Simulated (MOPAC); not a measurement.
MOPAC input (PM3):

```
PM3 1SCF CHARGE=1 GEO-OK AUX(PRECISION=9) THREADS=1
CH3Si

C    -1.04934839 1   -0.01000115 1   -0.04078540 1
Si    0.75946497 1    0.00723832 1    0.02951840 1
H    -1.40732725 1   -0.61205719 1   -0.89091039 1
H    -1.45130815 1    1.00896482 1   -0.15684383 1
H    -1.47778377 1   -0.43823725 1    0.87920906 1
```

Output:

```
 *******************************************************************************
 **                                                                           **
 **                              MOPAC v23.2.5                                **
 **                                                                           **
 *******************************************************************************
 ** MOPAC's Digital Object Identifier: https://doi.org/10.5281/zenodo.6511958 **
 **                                                                           **
 ** Please cite the open-source release paper for use of this MOPAC version:  **
 ** J. E. Moussa and J. J. P. Stewart (2026)                                  **
 ** MOPAC: An open-source semiempirical molecular orbital program             **
 ** J. Open Source Softw., 11(119), 8025, https://doi.org/10.21105/joss.08025 **
 *******************************************************************************

                              PM3 CALCULATION RESULTS

 *******************************************************************************
 *  PM3        - The PM3 Hamiltonian to be used
 *  GEO-OK     - OVERRIDE INTERATOMIC DISTANCE AND OTHER SAFETY CHECKS
 *
 *
 *
 *                 CHARGE ON SYSTEM = +1
 *
 *
 *
 *  1SCF       - DO 1 SCF AND THEN STOP
 *  AUX        - OUTPUT AUXILIARY INFORMATION
 *******************************************************************************
PM3 1SCF CHARGE=1 GEO-OK AUX(PRECISION=9) THREADS=1
 CH3Si

   ATOM   CHEMICAL          X               Y               Z
  NUMBER   SYMBOL      (ANGSTROMS)     (ANGSTROMS)     (ANGSTROMS)

     1       C         -1.04934839  *  -0.01000115  *  -0.04078540  *
     2      Si          0.75946497  *   0.00723832  *   0.02951840  *
     3       H         -1.40732725  *  -0.61205719  *  -0.89091039  *
     4       H         -1.45130815  *   1.00896482  *  -0.15684383  *
     5       H         -1.47778377  *  -0.43823725  *   0.87920906  *

          CARTESIAN COORDINATES

    NO.       ATOM           X           Y           Z

     1         C         -1.0493     -0.0100     -0.0408
     2        Si          0.7595      0.0072      0.0295
     3         H         -1.4073     -0.6121     -0.8909
     4         H         -1.4513      1.0090     -0.1568
     5         H         -1.4778     -0.4382      0.8792

  H: (PM3): J. J. P. STEWART, J. COMP. CHEM. 10, 209 (1989).
  C: (PM3): J. J. P. STEWART, J. COMP. CHEM. 10, 209 (1989).
 Si: (PM3): J. J. P. STEWART, J. COMP. CHEM. 10, 209 (1989).

           Empirical Formula: C H3 Si  =     5 atoms

      MOLECULAR POINT GROUP   :   C3v

      RHF CALCULATION, NO. OF DOUBLY OCCUPIED LEVELS = 5

 -------------------------------------------------------------------------------
 PM3 1SCF CHARGE=1 GEO-OK AUX(PRECISION=9) THREADS=1
 CH3Si

     1SCF WAS SPECIFIED, SO BFGS WAS NOT USED
     SCF FIELD WAS ACHIEVED

                              PM3 CALCULATION
                                                       MOPAC v23.2.5 Linux

          FINAL HEAT OF FORMATION =        222.89744 KCAL/MOL =     932.60287 KJ/MOL

          COSMO AREA              =         92.31 SQUARE ANGSTROMS
          COSMO VOLUME            =         79.58 CUBIC ANGSTROMS

          IONIZATION POTENTIAL    =         13.920264 EV
          HOMO LUMO ENERGIES (EV) =        -13.920 -6.732
          NO. OF FILLED LEVELS    =          5
          MOLECULAR WEIGHT        =         43.1202         POINT GROUP:  C3v

          MOLECULAR DIMENSIONS (Angstroms)

            Atom       Atom       Distance
            H     4   Si     2     2.43428
            H     3    H     5     1.78003
           Si     2    H     5     1.39743

          SCF CALCULATIONS        =          1

   ATOM   CHEMICAL          X               Y               Z
  NUMBER   SYMBOL      (ANGSTROMS)     (ANGSTROMS)     (ANGSTROMS)

     1       C         -1.04934839  *  -0.01000115  *  -0.04078540  *
     2      Si          0.75946497  *   0.00723832  *   0.02951840  *
     3       H         -1.40732725  *  -0.61205719  *  -0.89091039  *
     4       H         -1.45130815  *   1.00896482  *  -0.15684383  *
     5       H         -1.47778377  *  -0.43823725  *   0.87920906  *

                             CARTESIAN COORDINATES

   1    C       -1.049348390    -0.010001150    -0.040785400
   2   Si        0.759464970     0.007238320     0.029518400
   3    H       -1.407327250    -0.612057190    -0.890910390
   4    H       -1.451308150     1.008964820    -0.156843830
   5    H       -1.477783770    -0.438237250     0.879209060

           Empirical Formula: C H3 Si  =     5 atoms

      MOLECULAR POINT GROUP   :   C3v

                  EIGENVALUES
 -33.96027 -18.73588 -18.73588 -17.80305 -13.92026  -6.73228  -6.73228  -3.53554
  -0.60127  -0.60127  -0.50830

              NET ATOMIC CHARGES AND DIPOLE CONTRIBUTIONS

  ATOM NO.   TYPE          CHARGE      No. of ELECS.   s-Pop       p-Pop
    1          C          -0.498842        4.4988     1.18669     3.31216
    2         Si           1.155310        2.8447     1.87295     0.97174
    3          H           0.114511        0.8855     0.88549
    4          H           0.114511        0.8855     0.88549
    5          H           0.114511        0.8855     0.88549
 DIPOLE           X         Y         Z       TOTAL
 POINT-CHG.     3.858     0.037     0.150     3.862
 HYBRID        -3.182    -0.030    -0.124     3.185
 SUM            0.676     0.006     0.026     0.677

          ATOMIC ORBITAL ELECTRON POPULATIONS

     Atom    s        px        py        pz
    1  C   1.18669   1.23189   1.04000   1.04027
    2 Si   1.87295   0.78420   0.09328   0.09426
    3  H   0.88549
    4  H   0.88549
    5  H   0.88549

 **********************
 *                    *
 * JOB ENDED NORMALLY *
 *                    *
 **********************

 == MOPAC DONE ==
```

The dipole moment of an ion depends on the origin.
